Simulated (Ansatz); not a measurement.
## Which level was it?

AsH2: 3 atoms, total charge 0, spin state doublet. SMILES: `[AsH2]`. The shape is that of a PBE0-D4/def2-TZVP optimisation.

```xyz
3

As   -0.5733    0.3274   -0.2748
H     0.6804    0.7957    0.4591
H    -0.1071   -1.1232   -0.1843
```

A calculation with Ansatz 0.2.0 gave:

```json
{
 "total energy": "-2237.0677 Eh",
 "HOMO energy": "-6.15 eV",
 "LUMO energy": "-3.70 eV",
 "⟨S²⟩": "0.756"
}
```

Which of these levels gave the numbers?
A. revPBE/cc-pVTZ
B. PBE-QIDH/cc-pVTZ
C. r2SCAN/cc-pVTZ
D. PBE0/cc-pVTZ

C. The others give -2236.4600 Eh (PBE-QIDH/cc-pVTZ), -2236.8037 Eh (PBE0/cc-pVTZ), -2236.9021 Eh (revPBE/cc-pVTZ).
